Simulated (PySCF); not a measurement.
GeF3Br, SMILES [F][Ge]([F])([F])[Br]. Heavy atoms are numbered as in [F:1][Ge:2]([F:3])([F:4])[Br:5].

Coordinates come from a PBE0-D3(BJ)/def2-SVP optimisation.

Level of theory: PBE0/pcSseg-1 in PySCF.

GIAO shieldings, no solvent; atoms alike by connectivity are averaged. δ = σ(ref) − σ: ¹⁹F against CFCl3 (σ = 167.2 ppm); ⁷³Ge against GeH4 (σ = 1658.3 ppm), references at their B3LYP-D3(BJ)/def2-TZVP geometries, non-relativistic (without spin–orbit terms, shifts of atoms bonded to Cl or Br come out too high).

```tsv
nucleus	atoms	count	δ (ppm)
¹⁹F	F1	3	-126.0
⁷³Ge	Ge2	1	300.0
```
